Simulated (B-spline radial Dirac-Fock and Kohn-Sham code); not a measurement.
**Relativistic shifts of the levels of Sb¹⁸⁺**

System: Sb¹⁸⁺ in the configuration 1s2 2s2 2p6 3s2 3p6 3d10 4s2 4p3.

Both columns are ΔSCF binding energies of the configuration average from a radial atomic solver: non-relativistic Hartree-Fock with a point nucleus, and Dirac-Fock with a finite nucleus and the Coulomb interaction alone, averaged over the two j levels with weights 2j+1.

```
shell  Hartree-Fock (eV)  Dirac-Fock (eV)  shift (eV)  shift (%)
   1s            29978.4          31104.8    +1126.41      +3.76
   2s             4942.8           5221.1     +278.34      +5.63
   3s             1368.1           1429.4      +61.24      +4.48
   3d             1020.2           1013.6       -6.62      -0.65
   4s              552.4            568.8      +16.37      +2.96
   4p              508.0            513.5       +5.51      +1.09
```

Relativity binds 1s, 2s, 3s, 4s, 4p more strongly, among those listed most of all 2s in relative terms, and 3d more weakly, because the contracted s and p shells screen the nucleus better.

Values without a named source are computed, but for edge energies of neutral atoms, which are taken from tables.
